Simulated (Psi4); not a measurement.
Input file for Psi4: SAPT0/jun-cc-pV(D+d)Z on CHClO (a complex), monomers drawn apart or pushed together.

```
memory 2025 MB

molecule dimer {
0 1
Cl    0.24016077   -0.09515925   -0.23457402
H     0.16915649   -0.10686259    1.05121223
--
0 1
C    -0.04004522   -0.14753345    5.16163035
O    -0.09921804   -0.15666017    6.28269561
units angstrom
symmetry c1
no_reorient
no_com
}

set {
  basis jun-cc-pV(D+d)Z
  scf_type df
  freeze_core true
}

energy('sapt0')
```

It printed:

```
[...]
==> Input File <==

--------------------------------------------------------------------------
memory 2025 MB

molecule dimer {
0 1
Cl    0.24016077   -0.09515925   -0.23457402
H     0.16915649   -0.10686259    1.05121223
--
0 1
C    -0.04004522   -0.14753345    5.16163035
O    -0.09921804   -0.15666017    6.28269561
units angstrom
symmetry c1
no_reorient
no_com
}

set {
  basis jun-cc-pV(D+d)Z
  scf_type df
  freeze_core true
}

energy('sapt0')
--------------------------------------------------------------------------


   => Loading Basis Set <=

    Name: JUN-CC-PV(D+D)Z
    Role: ORBITAL
    Keyword: BASIS
    atoms 1 entry CL         line   764 file jun-cc-pv_dpd_z.gbs
    atoms 2 entry H          line    60 file jun-cc-pv_dpd_z.gbs
    atoms 3 entry C          line   188 file jun-cc-pv_dpd_z.gbs
    atoms 4 entry O          line   256 file jun-cc-pv_dpd_z.gbs

   => Loading Basis Set <=

    Name: JUN-CC-PV(D+D)Z
    Role: ORBITAL
    Keyword: BASIS
    atoms 1 entry CL         line   764 file jun-cc-pv_dpd_z.gbs
    atoms 2 entry H          line    60 file jun-cc-pv_dpd_z.gbs
    atoms 3 entry C          line   188 file jun-cc-pv_dpd_z.gbs
    atoms 4 entry O          line   256 file jun-cc-pv_dpd_z.gbs


  //>>>>>>>>>>>>>>>>>>>>>>>>>>>>>>>>>>>//
  //              Dimer HF             //
  //<<<<<<<<<<<<<<<<<<<<<<<<<<<<<<<<<<<//

   => Libint2 <=

    Primary   basis highest AM E, G, H:  7, 6, 3
    Auxiliary basis highest AM E, G, H:  7, 7, 4
    Onebody   basis highest AM E, G, H:  -, -, -
    Solid Harmonics ordering:            Gaussian


   => Loading Basis Set <=

    Name: JUN-CC-PV(D+D)Z
    Role: ORBITAL
    Keyword: BASIS
    atoms 1 entry CL         line   764 file jun-cc-pv_dpd_z.gbs
    atoms 2 entry H          line    60 file jun-cc-pv_dpd_z.gbs
    atoms 3 entry C          line   188 file jun-cc-pv_dpd_z.gbs
    atoms 4 entry O          line   256 file jun-cc-pv_dpd_z.gbs


         ---------------------------------------------------------
                                   SCF
               by Justin Turney, Rob Parrish, Andy Simmonett
                          and Daniel G. A. Smith
                              RHF Reference
                        1 Threads,   1931 MiB Core
         ---------------------------------------------------------

  ==> Geometry <==

    Molecular point group: c1
    Full point group: C1

    Geometry (in Angstrom), charge = 0, multiplicity = 1:

       Center              X                  Y                   Z               Mass
    ------------   -----------------  -----------------  -----------------  -----------------
         CL           0.240160770000    -0.095159250000    -0.234574020000    34.968852682000
         H            0.169156490000    -0.106862590000     1.051212230000     1.007825032230
         C           -0.040045220000    -0.147533450000     5.161630350000    12.000000000000
         O           -0.099218040000    -0.156660170000     6.282695610000    15.994914619570

  Running in c1 symmetry.

  Rotational constants: A =      7.09130  B =      0.01765  C =      0.01761 [cm^-1]
  Rotational constants: A = 212591.94358  B =    529.23168  C =    527.91748 [MHz]
  Nuclear repulsion =   52.206249379940509

  Charge       = 0
  Multiplicity = 1
  Electrons    = 32
  Nalpha       = 16
  Nbeta        = 16

  ==> Algorithm <==

  SCF Algorithm Type is DF.
  DIIS enabled.
  MOM disabled.
  Fractional occupation disabled.
  Guess Type is SAD.
  Energy threshold   = 1.00e-08
  Density threshold  = 1.00e-08
  Integral threshold = 1.00e-12

  ==> Primary Basis <==

  Basis Set: JUN-CC-PV(D+D)Z
    Blend: JUN-CC-PV(D+D)Z
    Number of shells: 30
    Number of basis functions: 68
    Number of Cartesian functions: 72
    Spherical Harmonics?: true
    Max angular momentum: 2

   => Loading Basis Set <=

    Name: (JUN-CC-PV(D+D)Z AUX)
    Role: JKFIT
    Keyword: DF_BASIS_SCF
    atoms 1 entry CL         line   746 file jun-cc-pvdz-jkfit.gbs
    atoms 2 entry H          line    70 file jun-cc-pvdz-jkfit.gbs
    atoms 3 entry C          line   146 file jun-cc-pvdz-jkfit.gbs
    atoms 4 entry O          line   258 file jun-cc-pvdz-jkfit.gbs

  ==> Integral Setup <==

  DFHelper Memory: AOs need 0.010 GiB; user supplied 1.414 GiB.
  SCF_SUBTYPE=INCORE selected. In-core MEM_DF algorithm will be used.
  Using in-core AOs.

  ==> MemDFJK: Density-Fitted J/K Matrices <==

    J tasked:                   Yes
    K tasked:                   Yes
    wK tasked:                   No
    OpenMP threads:               1
    Algorithm:                 Core
    Schwarz Cutoff:           1E-12
    Mask sparsity (%):      18.3391
    Fitting Condition:        1E-10

   => Auxiliary Basis Set <=

  Basis Set: (JUN-CC-PV(D+D)Z AUX)
    Blend: JUN-CC-PVDZ-JKFIT
    Number of shells: 102
    Number of basis functions: 302
    Number of Cartesian functions: 347
    Spherical Harmonics?: true
    Max angular momentum: 3

  Minimum eigenvalue in the overlap matr
[...]
1    55A      3.432108
      56A      3.432108    57A      3.454159    58A      3.980703
      59A      7.885823    60A     13.468159    61A     13.468159
      62A     13.510001    63A     13.510001    64A     13.663402
      65A     23.864543    66A     23.864543    67A     24.306915
      68A    156.635752

    Final Occupation by Irrep:
              A
    DOCC [     7 ]
    NA   [     7 ]
    NB   [     7 ]

  @DF-RHF Final Energy:  -112.75321389566139

   => Energetics <=

    Nuclear Repulsion Energy =             22.6252293635739363
    One-Electron Energy =                -198.2795415223385760
    Two-Electron Energy =                  62.9010982631032505
    Total Energy =                       -112.7532138956613892

Computation Completed


Properties will be evaluated at   0.000000,   0.000000,   0.000000 [a0]

Properties computed using the SCF density matrix


 Multipole Moments:

 ------------------------------------------------------------------------------------
     Multipole            Electronic (a.u.)      Nuclear  (a.u.)        Total (a.u.)
 ------------------------------------------------------------------------------------

 L = 1.  Multiply by 2.5417464519 to convert [e a0] to [Debye]
 Dipole X            :          1.9592654           -1.9540064            0.0052590
 Dipole Y            :          4.0419565           -4.0411454            0.0008111
 Dipole Z            :       -153.6046332          153.5049986           -0.0996347
 Magnitude           :                                                    0.0997766

 ------------------------------------------------------------------------------------

  Constructing Basis Sets for SAPT...

   => Loading Basis Set <=

    Name: (JUN-CC-PV(D+D)Z AUX)
    Role: RIFIT
    Keyword: DF_BASIS_SAPT
    atoms 1 entry CL         line   544 file jun-cc-pvdz-ri.gbs
    atoms 2 entry H          line    30 file jun-cc-pvdz-ri.gbs
    atoms 3 entry C          line   100 file jun-cc-pvdz-ri.gbs
    atoms 4 entry O          line   188 file jun-cc-pvdz-ri.gbs

   => Loading Basis Set <=

    Name: (JUN-CC-PV(D+D)Z AUX)
    Role: JKFIT
    Keyword: DF_BASIS_ELST
    atoms 1 entry CL         line   746 file jun-cc-pvdz-jkfit.gbs
    atoms 2 entry H          line    70 file jun-cc-pvdz-jkfit.gbs
    atoms 3 entry C          line   146 file jun-cc-pvdz-jkfit.gbs
    atoms 4 entry O          line   258 file jun-cc-pvdz-jkfit.gbs


  //>>>>>>>>>>>>>>>>>>>>>>>>>>>>>>>>>>>//
  //               SAPT0               //
  //<<<<<<<<<<<<<<<<<<<<<<<<<<<<<<<<<<<//



        SAPT0
    Ed Hohenstein
     6 June 2009

      Orbital Information
  --------------------------
    NSO        =        68
    NMO        =        68
    NRI        =       229
    NRI (Elst) =       302
    NOCC A     =         9
    NOCC B     =         7
    FOCC A     =         5
    FOCC B     =         2
    NVIR A     =        59
    NVIR B     =        61

    Elst10,r            =    -0.000407764994 [Eh]
    Exch10              =     0.000012515932 [Eh]
    Exch10 (S^2)        =     0.000012515682 [Eh]

    Maxiter = 50
    CPHF R converge = 1.000000E-08

    Iter     Energy [mEh]          dE [mEh]         Residual      Time [s]
       1      -0.00139915       0.001399154     2.819987e-04             0
       2      -0.00154592       0.000146762     1.243351e-04             0
       3      -0.00167821       0.000132291     1.293977e-05             0
       4      -0.00167058      -0.000007624     2.163920e-06             0
       5      -0.00167087       0.000000290     5.341415e-07             0
       6      -0.00167099       0.000000116     8.326531e-08             0
       7      -0.00167096      -0.000000024     8.833042e-09             0

    CHF Iterations converged

    Maxiter = 50
    CPHF R converge = 1.000000E-08

    Iter     Energy [mEh]          dE [mEh]         Residual      Time [s]
       1      -0.02246170       0.022461705     1.882832e-03             0
       2      -0.02256226       0.000100555     5.429732e-04             0
       3      -0.02655176       0.003989500     5.854119e-05             0
       4      -0.02650924      -0.000042516     1.334068e-05             0
       5      -0.02649164      -0.000017599     1.615768e-06             0
       6      -0.02649318       0.000001531     2.495596e-07             0
       7      -0.02649311      -0.000000067     4.510938e-08             0
       8      -0.02649310      -0.000000009     1.615060e-08             0
       9      -0.02649311       0.000000007     2.263178e-09             0

    CHF Iterations converged

    Ind20,r (A<-B)      =    -0.000001670964 [Eh]
    Ind20,r (B<-A)      =    -0.000026493107 [Eh]
    Ind20,r             =    -0.000028164071 [Eh]
    Exch-Ind20,r (A<-B) =     0.000000169433 [Eh]
    Exch-Ind20,r (B<-A) =     0.000000997747 [Eh]
    Exch-Ind20,r        =     0.000001167180 [Eh]
    Disp20              =    -0.000105556098 [Eh]
    Disp20 (SS)         =    -0.000052778049 [Eh]
    Disp20 (OS)         =    -0.000052778049 [Eh]
    Exch-Disp20         =     0.000000688886 [Eh]
    Exch-Disp20 (SS)    =     0.000000408290 [Eh]
    Exch-Disp20 (OS)    =     0.000000280596 [Eh]

    SAPT Results
  --------------------------------------------------------------------------------------------------------
    Electrostatics                 -0.40776499 [mEh]      -0.25587640 [kcal/mol]      -1.07058684 [kJ/mol]
      Elst10,r                     -0.40776499 [mEh]      -0.25587640 [kcal/mol]      -1.07058684 [kJ/mol]

    Exchange                        0.01251593 [mEh]       0.00785387 [kcal/mol]       0.03286057 [kJ/mol]
      Exch10                        0.01251593 [mEh]       0.00785387 [kcal/mol]       0.03286057 [kJ/mol]
      Exch10(S^2)                   0.01251568 [mEh]       0.00785371 [kcal/mol]       0.03285992 [kJ/mol]

    Induction                      -0.02887936 [mEh]      -0.01812207 [kcal/mol]      -0.07582276 [kJ/mol]
      Ind20,r                      -0.02816407 [mEh]      -0.01767322 [kcal/mol]      -0.07394476 [kJ/mol]
      Exch-Ind20,r                  0.00116718 [mEh]       0.00073242 [kcal/mol]       0.00306443 [kJ/mol]
      delta HF,r (2)               -0.00188247 [mEh]      -0.00118127 [kcal/mol]      -0.00494243 [kJ/mol]

    Dispersion                     -0.10486721 [mEh]      -0.06580517 [kcal/mol]      -0.27532883 [kJ/mol]
      Disp20                       -0.10555610 [mEh]      -0.06623745 [kcal/mol]      -0.27713750 [kJ/mol]
      Exch-Disp20                   0.00068889 [mEh]       0.00043228 [kcal/mol]       0.00180867 [kJ/mol]
      Disp20 (SS)                  -0.05277805 [mEh]      -0.03311873 [kcal/mol]      -0.13856875 [kJ/mol]
      Disp20 (OS)                  -0.05277805 [mEh]      -0.03311873 [kcal/mol]      -0.13856875 [kJ/mol]
      Exch-Disp20 (SS)              0.00040829 [mEh]       0.00025621 [kcal/mol]       0.00107197 [kJ/mol]
      Exch-Disp20 (OS)              0.00028060 [mEh]       0.00017608 [kcal/mol]       0.00073670 [kJ/mol]

  Total HF                         -0.42412843 [mEh]      -0.26614461 [kcal/mol]      -1.11354903 [kJ/mol]
  Total SAPT0                      -0.52899564 [mEh]      -0.33194977 [kcal/mol]      -1.38887786 [kJ/mol]

  Special recipe for scaled SAPT0 (see Manual):
    Electrostatics sSAPT0          -0.40776499 [mEh]      -0.25587640 [kcal/mol]      -1.07058684 [kJ/mol]
    Exchange sSAPT0                 0.01251593 [mEh]       0.00785387 [kcal/mol]       0.03286057 [kJ/mol]
    Induction sSAPT0               -0.02887929 [mEh]      -0.01812203 [kcal/mol]      -0.07582258 [kJ/mol]
    Dispersion sSAPT0              -0.10486717 [mEh]      -0.06580514 [kcal/mol]      -0.27532872 [kJ/mol]
  Total sSAPT0                     -0.52899553 [mEh]      -0.33194970 [kcal/mol]      -1.38887756 [kJ/mol]
  --------------------------------------------------------------------------------------------------------



*** Psi4 exiting successfully. Buy a developer a beer!
```

The run finished.

Cost: very roughly 7 core-seconds.
